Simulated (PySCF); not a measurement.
A run for PySCF: R-BP86/LANL2DZ on CH5BSe (SMILES CB[SeH]), a point of a bond scan (R = 1.315 Å).

```python
from pyscf import gto, scf, dft, mp
from pyscf.data.elements import chemcore

mol = gto.M(
    atom='''
    B    -0.15281115   -0.55344157    1.06257556
    H    -1.13195865   -0.58935052    1.73549546
    C     1.16908035   -1.26447540    1.48164381
    H     0.94047003   -2.54686877    1.66205006
    H     1.49361377   -0.88848570    2.45849675
    H     2.00004339   -1.16077437    0.78257232
    Se   -0.23400099    0.42531987   -0.59759198
    H    -1.63466303    0.86493165   -0.49316030
    ''',
    basis='lanl2dz',
    ecp={'Se': 'lanl2dz'},
    charge=0, spin=0, verbose=3, max_memory=1800)
mf = dft.RKS(mol, xc='b88,p86')
mf.conv_tol = 1e-8
mf.max_cycle = 100
mf.kernel()
if not mf.converged:
    mf = mf.newton().run(mf.mo_coeff, mf.mo_occ)
```

The log:

```
converged SCF energy = -75.2000150559704
```

The calculation finished and met its thresholds.

Cost: around 6 core-seconds (rough).
